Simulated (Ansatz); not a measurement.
BH7O3Si2 (`OB(O[SiH3])O[SiH3]`), relaxed with RKS PBE0-D4/def2-TZVP in Ansatz from a PBE-D4/def2-SVP geometry. The force threshold is 0.005 eV/Å; the program also tests the step.

The species carries charge 0 and has multiplicity 1.

Start:

```xyz
13

O    -0.854   -0.250   -1.933
B    -0.495    0.149   -0.670
O    -1.071    1.258   -0.090
Si   -0.703    1.862    1.451
O     0.453   -0.568    0.026
Si    1.314   -1.944   -0.454
H    -1.529    0.344   -2.307
H    -1.006    0.844    2.514
H    -1.582    3.062    1.640
H     0.739    2.276    1.533
H     2.166   -2.330    0.719
H     2.190   -1.634   -1.635
H     0.378   -3.069   -0.793
```

```
        step  energy (eV)  largest force (eV/Å)  largest move (Å)
           1  -22682.2159                 0.655             0.000
           2  -22682.2749                 0.408             0.036
           3  -22682.2906                 0.080             0.016
4 (rejected)  -22682.2895                 0.275             0.032
           5  -22682.2925                 0.039             0.016
           6  -22682.2936                 0.012             0.024
           7  -22682.2937                 0.005             0.012
           8  -22682.2937                 0.007             0.020
9 (rejected)  -22682.2937                 0.012             0.013
          10  -22682.2937                 0.005             0.007
          11  -22682.2938                 0.008             0.009
          12  -22682.2938                 0.003             0.004
```

End:

```xyz
13

O    -0.841   -0.225   -1.914
B    -0.467    0.146   -0.656
O    -1.023    1.239   -0.057
Si   -0.715    1.858    1.446
O     0.474   -0.590    0.002
Si    1.308   -1.941   -0.461
H    -1.506    0.358   -2.285
H    -1.038    0.861    2.497
H    -1.589    3.045    1.594
H     0.708    2.264    1.562
H     2.187   -2.298    0.677
H     2.130   -1.658   -1.663
H     0.371   -3.058   -0.743
```

Run time 54 s (4 threads of an Arm Neoverse V2 on a shared host); peak host memory 0.74 GiB.
